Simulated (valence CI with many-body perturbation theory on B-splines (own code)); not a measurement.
**Tc XXI in brief**

Method: relativistic CI+MBPT: five valence electrons over a frozen Dirac-Fock core [Ar], a basis of 7 s, 7 p, 8 d, 6 f, 4 g, 1 h functions for each j, with the one-electron correlation potential Σ1 (screened to all orders), the two-electron term Σ2, the three-electron term Σ3, Breit, model QED; selected single and double excitations, second order for the rest, scaled by the run's own slope (own B-spline code, finite nucleus).

No measured spectrum was set against this ion. As an estimate, terms of the open shell hold to 2 to 4 % of their energy, and close levels can change places. Only levels of the ground parity were solved; by the run's estimate the other parity begins above the list, which can be wrong where configurations are misplaced.

Names give the largest LS component (configuration and term), which can be under half, so a name can repeat, a term be missing and a line seem to break the LS rules; names also repeat where a configuration has a term twice.

Rates and lifetimes use the calculated energies. Strong lines usually hold to 10 to 20 %, long lifetimes can be off by a factor of two.

Problem. What is the ground level?

Solution. 3d5 6S_5/2, composition 92 % 3d5 6S + 7 % 3d5 4P, g = 1.964.

Problem. How well does LS coupling describe the low levels?

Solution. Among the lowest 20 levels the leading LS term, summed over configurations, holds 63 % on average. For single configurations the figures are 63 % in LS and 65 % in jj coupling. Terms mix most in the J = 5/2 level at 162770 cm⁻¹, where the leading one holds 28 %.

Problem. What is the ionisation energy?

Solution. 903.36 eV; NIST lists 904 ± 4 eV (theoretical).
